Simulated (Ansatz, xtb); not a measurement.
# C4H5NS2: which of two isomers lies lower

Structure I: `Nc1ccsc1S`, a singlet. Structure II: `Nc1cscc1S`, a singlet. Both are isolated molecules in the gas phase, relaxed with PBE0-D3(BJ)/def2-SVP; the shapes shown needn't be the lowest conformers.

I (Å):

```tsv
atom	x (Å)	y (Å)	z (Å)
C	-0.7363	0.5016	-0.2549
C	-2.1196	0.6322	-0.5990
C	-2.9451	0.5732	0.4909
C	-0.5648	0.3336	1.1121
N	0.2917	0.5855	-1.1620
S	-2.0844	0.3775	1.9561
S	0.9712	0.1883	1.9341
H	1.1940	0.2973	-0.7984
H	0.0960	0.2508	-2.0959
H	-2.4763	0.7745	-1.6204
H	-4.0321	0.6470	0.4977
H	1.0180	-1.1637	2.0509
```

II (Å):

```xyz
12

C    -0.5149   -0.0316   -0.0862
C    -1.1371   -1.1720   -0.5417
C    -2.7751    0.5112    0.2342
C    -1.4784    0.9399    0.3679
N     0.8409    0.1996    0.0117
S    -2.8546   -1.0603   -0.4305
S    -1.0265    2.5577    0.9145
H     1.4240   -0.3444   -0.6111
H     1.0736    1.1891    0.0074
H    -0.6714   -2.0736   -0.9356
H    -3.6767    1.0598    0.5007
H    -0.4614    2.1888    2.0893
```

Question: Estimate which is lower in electronic energy at CCSD(T)/def2-SVP + ΔMP2/def2-TZVPP, and by roughly how much.

Answer: CCSD(T)/def2-SVP + ΔMP2/def2-TZVPP gives E(II) − E(I) = −1.13 kJ/mol, slightly favouring structure II, which is too small a margin to settle the true order.

The same difference at several levels:

| level | geometry | E(II) − E(I) (kJ/mol) | departure from the last row (kJ/mol) | job, with rough time for the two |
| --- | --- | --- | --- | --- |
| PBE0-D3(BJ)/def2-SVP | PBE0-D3(BJ)/def2-SVP | +1.52 | +2.65 | optimisation, 93 s |
| HF/def2-SVP | PBE0-D3(BJ)/def2-SVP | +1.85 | +2.98 | part of the CCSD(T) run |
| MP2/def2-SVP | PBE0-D3(BJ)/def2-SVP | −1.13 | 0.00 | part of the CCSD(T) run |
| CCSD(T)/def2-SVP | PBE0-D3(BJ)/def2-SVP | −0.86 | +0.27 | single point |
| CCSD(T)/def2-SVP + ΔMP2/def2-TZVPP | PBE0-D3(BJ)/def2-SVP | −1.13 |  | single point, 1.9 min |

As drawn, both hold the same kinds of bond in the same numbers.

The largest departure from CCSD(T)/def2-SVP + ΔMP2/def2-TZVPP is that of HF/def2-SVP, 2.98 kJ/mol. No reliable frequencies are at hand for I, so it isn't confirmed as a minimum. Levels run at GFN2-xTB geometries aren't shown. The last row adds to CCSD(T) the change of the MP2 difference between the two basis sets, here −0.27 kJ/mol.

The correlated steps freeze 15 core orbitals. Codes used: Ansatz 0.2.0, xtb 6.7.1; the last row on 2 threads of Arm Neoverse V1 on a shared host.
